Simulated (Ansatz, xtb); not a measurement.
# Relative energy of two structures of Br2Cl2Si

We compare I, a triplet given by its coordinates, with II, `Cl[Si](Cl)(Br)Br`, a singlet. Both are gas-phase species (loosely bound parts included), relaxed with PBE0-D4/def2-SVP.

I (Å):

```xyz
5

Br   -1.2331   -2.9809   -1.5219
Br   -0.2661   -0.4985   -0.3054
Cl   -0.3407   -3.7073    1.7860
Cl   -3.5582   -3.8391    0.8966
Si   -1.8046   -2.7488    0.7008
```

Close contacts (Å): Br1–Br2 2.93, Br1–Si5 2.31, Br2–Si5 2.91, Cl3–Si5 2.06, Cl4–Si5 2.07.

II (Å):

```xyz
5

Br   -1.0198   -3.5494   -1.6738
Br   -1.0209   -0.6190    0.4126
Cl   -0.2946   -3.7461    1.7041
Cl   -3.4166   -3.0889    0.7793
Si   -1.4507   -2.7711    0.3340
```

**Question.** Which of the two would you expect CCSD(T)/def2-SVP + ΔMP2/def2-TZVPP electronic energies to favour?

**Answer.** Structure II; the calculation gives E(II) − E(I) = −93.0 kcal/mol.

Level by level:

| level | geometry | E(II) − E(I) (kcal/mol) | departure from the last row (kcal/mol) | job, with rough time for the two |
| --- | --- | --- | --- | --- |
| PBE0-D4/def2-SVP | PBE0-D4/def2-SVP | −83.6 | +9.4 | optimisation, 4.4 min |
| HF/def2-SVP | PBE0-D4/def2-SVP | −79.7 | +13.3 | part of the CCSD(T) run |
| MP2/def2-SVP | PBE0-D4/def2-SVP | −94.5 | −1.5 | part of the CCSD(T) run |
| CCSD(T)/def2-SVP | PBE0-D4/def2-SVP | −89.3 | +3.7 | single point |
| CCSD(T)/def2-SVP + ΔMP2/def2-TZVPP | PBE0-D4/def2-SVP | −93.0 |  | single point, 2.2 min |

None of the levels shown reverses the order. The largest departure from CCSD(T)/def2-SVP + ΔMP2/def2-TZVPP is that of HF/def2-SVP, 13.3 kcal/mol. Levels run at GFN2-xTB geometries aren't shown. The last row adds to CCSD(T) the change of the MP2 difference between the two basis sets, here −3.7 kcal/mol, a large step that makes the value less sure. The triplet state of I needn't be its ground state.

With thermal terms from frequencies at re-optimised GFN2-xTB minima (ideal gas, soft modes damped towards free rotors, one conformer each, 298.15 K, 1 atm): on the last row, ΔE + ΔZPE = −92.0, ΔH = −92.7, ΔG = −90.2 kcal/mol.

Open shells are spin-unrestricted. The correlated steps freeze 33 core orbitals; the filled d shell of Br is correlated, in a basis made for valence electrons. ΔG holds the spin degeneracy. Run with Ansatz 0.2.0, xtb 6.7.1; the last row on 2 threads of Arm Neoverse V1 on a shared host.
